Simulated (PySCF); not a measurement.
Dipole moment (D) of eight silicon and germanium compounds: PBE beside HF, computed with PySCF for isolated molecules in the bases named; differences from unrounded values. The eight are the first of their class met in an unordered collection, after screening for sound electronic states; none was chosen by its value, except that the dipole had to exceed 0.05 D. Each molecule has one DFT geometry for both levels.

```
molecule                                                     basis    HF   PBE  difference
------------------------------------------------------  ----------  ----  ----  ----------
Si(H)2(OH)(NMe2) (C2H9NOSi), SMILES CN(C)[SiH2]O         def2-TZVP  2.06   [?]         [?]
Si(F)(Br)(OH)(OMe) (CH4BrFO2Si), SMILES CO[Si](O)(F)Br   def2-TZVP  2.27  2.02       -0.25
C₂H₈N₂OSi, SMILES O[Si@@H](N)/N=C\C                      def2-TZVP  1.89  1.59       -0.30
Si(H)(F)(vinyl)2 (C₄H₇FSi), SMILES C=C[SiH](F)C=C        def2-TZVP  1.97   [?]         [?]
F3GeH3OSi, SMILES [F][Ge]([F])([F])[O][SiH3]             def2-TZVP  2.35  2.06       -0.29
F2H6Si3, SMILES [Si]([SiH3])(F)([SiH3])F                 def2-TZVP  1.98  1.64       -0.34
C₃H₈FNSi, SMILES CC/N=C/[SiH2]F                          def2-TZVP  1.90   [?]         [?]
Ge(H)2(Br)(OH) (BrGeH₃O), SMILES [OH][GeH2][Br]         def2-TZVPD  1.67  1.44       -0.22
```

Task: What belongs in the gaps? (The exact figures need the calculation; the answer reports its results.)

Result: 
- Si(H)(F)(vinyl)2 (C₄H₇FSi), SMILES C=C[SiH](F)C=C, PBE: 1.79
- Si(H)(F)(vinyl)2 (C₄H₇FSi), SMILES C=C[SiH](F)C=C, difference: -0.19
- C₃H₈FNSi, SMILES CC/N=C/[SiH2]F, PBE: 1.94
- C₃H₈FNSi, SMILES CC/N=C/[SiH2]F, difference: 0.04
- Si(H)2(OH)(NMe2) (C2H9NOSi), SMILES CN(C)[SiH2]O, PBE: 1.96
- Si(H)2(OH)(NMe2) (C2H9NOSi), SMILES CN(C)[SiH2]O, difference: -0.10

PBE lies below HF in 7 and above it in 1 of the eight; the mean signed difference is -0.21 and the largest -0.34 D.
